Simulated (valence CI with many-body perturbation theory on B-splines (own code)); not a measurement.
**Ge²⁷⁺: calculated level list**

Level of theory: relativistic CI+MBPT: three valence electrons over a frozen Dirac-Fock core [He], a basis of 11 s, 11 p, 9 d, 7 f, 5 g, 2 h, 1 i functions for each j, with the one-electron correlation potential Σ1 (screened to all orders), the two-electron term Σ2, the three-electron term Σ3, Breit, model QED; selected single and double excitations, second order for the rest (own B-spline code, finite nucleus).

No measured spectrum was set against this ion. As an estimate, large intervals hold to a few tenths of a per cent, small ones and those within an open d or f shell to about a per cent.

Levels 46 to 90 of 93, with energies above the lowest level, (2s^2 2p1/2) J=1/2. "Leading %" is the weight of the configuration and term that name the level; weights of strongly mixed levels are sums over their largest components and can fall short. In the jj column 3d3/2^4 stands for four electrons in 3d with j = 3/2.

| No. | Configuration | Term | J | E (Ry) | Leading % | Leading jj | g |
| --- | --- | --- | --- | --- | --- | --- | --- |
| 46 | 2s2p3s | ²P° | 3/2 | 128.72 | 49 | 2s 2p3/2 3s (47 %) | 1.141 |
| 47 | 2s2p3p | ²D | 5/2 | 128.81 | 61 | 2s 2p3/2 3p3/2 (94 %) | 1.343 |
| 48 | 2s2p3p | ²S | 1/2 | 129.03 | 70 | 2s 2p3/2 3p3/2 (91 %) | 1.749 |
| 49 | 2s2p3d | ⁴F° | 9/2 | 129.77 | 100 | 2s 2p3/2 3d5/2 (100 %) | 1.330 |
| 50 | 2s2p3d | ⁴D° | 7/2 | 130.03 | 66 | 2s 2p3/2 3d5/2 (52 %) | 1.358 |
| 51 | 2s2p3d | ⁴D° | 5/2 | 130.08 | 53 | 2s 2p3/2 3d3/2 (92 %) | 1.302 |
| 52 | 2s2p3d | ⁴P° | 3/2 | 130.19 | 59 | 2s 2p3/2 3d3/2 (92 %) | 1.495 |
| 53 | 2s2p3d | ⁴P° | 1/2 | 130.24 | 89 | 2s 2p3/2 3d3/2 (96 %) | 2.400 |
| 54 | 2p²3s | ⁴P | 1/2 | 130.46 | 46 | 2p1/2^2 3s (67 %) | 1.749 |
| 55 | 2s2p3d | ²D° | 5/2 | 130.53 | 45 | 2s 2p3/2 3d5/2 (92 %) | 1.225 |
| 56 | 2s2p3p | ²D | 3/2 | 130.72 | 69 | 2s 2p3/2 3p1/2 (85 %) | 0.954 |
| 57 | 2s2p3p | ²P | 1/2 | 130.72 | 52 | 2s 2p3/2 3p1/2 (63 %) | 1.437 |
| 58 | 2s2p3d | ²P° | 3/2 | 130.90 | 55 | 2s 2p3/2 3d5/2 (84 %) | 1.196 |
| 59 | 2s2p3d | ²F° | 7/2 | 131.21 | 93 | 2s 2p3/2 3d5/2 (50 %) | 1.156 |
| 60 | 2s2p3p | ²D | 5/2 | 131.23 | 87 | 2s 2p3/2 3p3/2 (81 %) | 1.218 |
| 61 | 2s2p3p | ²P | 3/2 | 131.44 | 60 | 2s 2p3/2 3p3/2 (80 %) | 1.203 |
| 62 | 2s2p3d | ²P° | 1/2 | 131.46 | 89 | 2s 2p3/2 3d5/2 (94 %) | 0.662 |
| 63 | 2s2p3p | ²S | 1/2 | 131.88 | 74 | 2s 2p3/2 3p3/2 (78 %) | 1.871 |
| 64 | 2p²3p | ⁴D° | 1/2 | 132.15 | 50 | 2p1/2^2 3p1/2 (89 %) | 0.676 |
| 65 | 2p²3s | ⁴P | 3/2 | 132.37 | 91 | 2p1/2 2p3/2 3s (94 %) | 1.686 |
| 66 | 2p²3s | ²P | 1/2 | 132.96 | 70 | 2p1/2 2p3/2 3s (86 %) | 1.041 |
| 67 | 2p²3s | ⁴P | 5/2 | 133.03 | 59 | 2p1/2 2p3/2 3s (86 %) | 1.435 |
| 68 | 2p²3p | ⁴D° | 3/2 | 133.14 | 41 | 2p1/2^2 3p3/2 (77 %) | 1.318 |
| 69 | 2s2p3d | ²F° | 5/2 | 133.15 | 82 | 2s 2p3/2 3d3/2 (86 %) | 0.897 |
| 70 | 2s2p3d | ²F° | 7/2 | 133.17 | 90 | 2s 2p3/2 3d5/2 (83 %) | 1.152 |
| 71 | 2s2p3d | ²D° | 3/2 | 133.25 | 84 | 2s 2p3/2 3d3/2 (78 %) | 0.851 |
| 72 | 2p²3s | ²D | 3/2 | 133.48 | 51 | 2p1/2 2p3/2 3s (90 %) | 1.049 |
| 73 | 2s2p3d | ²D° | 5/2 | 133.53 | 84 | 2s 2p3/2 3d5/2 (88 %) | 1.165 |
| 74 | 2s2p3d | ²P° | 1/2 | 133.60 | 92 | 2s 2p3/2 3d3/2 (83 %) | 0.639 |
| 75 | 2s2p3d | ²P° | 3/2 | 133.82 | 88 | 2s 2p3/2 3d5/2 (74 %) | 1.319 |
| 76 | 2p²3p | ²S° | 1/2 | 133.95 | 35 | 2p1/2 2p3/2 3p1/2 (94 %) | 1.586 |
| 77 | 2p²3p | ⁴D° | 3/2 | 134.25 | 40 | 2p1/2 2p3/2 3p1/2 (88 %) | 1.167 |
| 78 | 2p²3d | ⁴F | 3/2 | 134.58 | 52 | 2p1/2^2 3d3/2 (90 %) | 0.719 |
| 79 | 2p²3p | ⁴D° | 5/2 | 134.67 | 53 | 2p1/2 2p3/2 3p1/2 (75 %) | 1.211 |
| 80 | 2p²3p | ⁴P° | 5/2 | 134.87 | 43 | 2p1/2 2p3/2 3p3/2 (87 %) | 1.410 |
| 81 | 2p²3p | ⁴P° | 1/2 | 135.00 | 50 | 2p1/2 2p3/2 3p3/2 (93 %) | 1.975 |
| 82 | 2p²3d | ⁴F | 5/2 | 135.08 | 34 | 2p1/2^2 3d5/2 (84 %) | 1.183 |
| 83 | 2p²3p | ²D° | 3/2 | 135.20 | 52 | 2p1/2 2p3/2 3p3/2 (95 %) | 1.228 |
| 84 | 2p²3p | ⁴D° | 7/2 | 135.46 | 60 | 2p1/2 2p3/2 3p3/2 (89 %) | 1.311 |
| 85 | 2p²3s | ²D | 5/2 | 135.65 | 58 | 2p3/2^2 3s (89 %) | 1.352 |
| 86 | 2p²3p | ⁴S° | 3/2 | 135.66 | 47 | 2p1/2 2p3/2 3p1/2 (76 %) | 1.639 |
| 87 | 2p²3p | ²P° | 3/2 | 135.90 | 60 | 2p1/2 2p3/2 3p3/2 (81 %) | 1.264 |
| 88 | 2p²3s | ²P | 3/2 | 135.98 | 46 | 2p3/2^2 3s (93 %) | 1.105 |
| 89 | 2p²3p | ²F° | 5/2 | 136.14 | 35 | 2p1/2 2p3/2 3p3/2 (80 %) | 1.182 |
| 90 | 2p²3d | ²P | 3/2 | 136.48 | 39 | 2p1/2 2p3/2 3d3/2 (94 %) | 0.989 |
